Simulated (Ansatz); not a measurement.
The same path of CH5FSSi2 (10 atoms, charge 0, multiplicity 1) was run 3 times with different band settings. The coordinate that changes most is the dihedral H8–C1–Si2–S5.

Method: RKS PBE0-D4/def2-SVP in Ansatz 0.2.0.

Relaxed end points:

```xyz
10
Properties=species:S:1:pos:R:3
C 0.300 -1.101 1.352
Si 0.604 0.022 -0.092
F 2.123 -0.242 -0.618
Si -0.882 0.952 -1.495
S 0.082 2.082 0.119
H -0.722 -0.961 1.732
H 1.012 -0.867 2.159
H 0.437 -2.153 1.062
H -2.359 0.815 -1.351
H -0.511 1.402 -2.866
```

```xyz
10
Properties=species:S:1:pos:R:3
C 0.315 -0.916 1.480
Si 0.575 0.204 0.025
F 2.178 0.413 -0.164
Si -0.782 0.583 -1.724
S -0.573 2.003 -0.065
H 0.732 -0.451 2.386
H 0.819 -1.882 1.322
H -0.759 -1.091 1.635
H -2.147 -0.001 -1.860
H -0.275 1.087 -3.031
```

Common settings: spring 5.0 eV/Å²; optimiser quadratic models (default); force threshold 0.05 eV/Å; end points relaxed.

| run | movable images | climbing image | start path | iteration limit |
| --- | --- | --- | --- | --- |
| 1 | 7 | yes | IDPP | 52 |
| 2 | 7 | yes | straight line | 52 |
| 3 | 3 | no | IDPP | 60 |

Task: What does each run give, and how far can it be trusted?

Result: Run 1: converged after 3 iterations, highest image 0.050 eV above the first end. A vibrational analysis at the climbing image gives one clearly imaginary mode, 139i cm⁻¹: a first-order saddle point.
Run 2: converged after 9 iterations, highest image 0.050 eV above the first end. Another band between the same ends (7 images) ends at a top of the same energy, where a vibrational analysis finds 1 clearly imaginary mode.
Run 3: converged after 3 iterations, highest image 0.050 eV above the first end. No image climbed, so the highest image needn't sit at the top of the path. So few images can step over the top or miss a turn of the path.
